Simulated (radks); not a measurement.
The nuclear charge of neutral zinc is varied continuously with 30 electrons held in [Ar] 3d10 4s2. Calculated with a radial shooting solver on a logarithmic mesh with Libxc functionals: Dirac Kohn-Sham, LDA (Slater exchange, Perdew-Wang correlation), spin-unpolarised, spherical densities, point nucleus. By the Hellmann-Feynman theorem dE/dZ = E(electron-nucleus)/Z, the electronic potential at the nucleus.

| Z | E (hartree) | E(electron-nucleus)/Z (hartree) | HOMO | e(HOMO) (eV) | <r> HOMO (bohr) |
|---|---|---|---|---|---|
| 29.8 | -1764.65464 | -142.994 | 4s1/2 | -4.488 | 2.753 |
| 29.9 | -1778.98705 | -143.654 | 4s1/2 | -5.337 | 2.690 |
| 30 | -1793.38544 | -144.314 | 4s1/2 | -6.219 | 2.630 |
| 30.1 | -1807.84975 | -144.972 | 4s1/2 | -7.133 | 2.576 |
| 30.2 | -1822.37992 | -145.631 | 4s1/2 | -8.078 | 2.524 |
| 30.3 | -1836.97588 | -146.288 | 4s1/2 | -9.053 | 2.476 |
| 30.4 | -1851.63760 | -146.946 | 4s1/2 | -10.057 | 2.431 |
| 30.5 | -1866.36502 | -147.603 | 4s1/2 | -11.089 | 2.388 |
| 30.6 | -1881.15810 | -148.259 | 4s1/2 | -12.148 | 2.347 |
| 30.7 | -1896.01682 | -148.915 | 4s1/2 | -13.235 | 2.309 |
| 30.8 | -1910.94112 | -149.571 | 4s1/2 | -14.348 | 2.272 |
| 30.9 | -1925.93099 | -150.226 | 4s1/2 | -15.487 | 2.237 |
| 31 | -1940.98640 | -150.882 | 4s1/2 | -16.652 | 2.204 |

The central difference of E at Z = 30 is -144.314 hartree, to compare with the third column; the second derivative is -6.59 hartree.
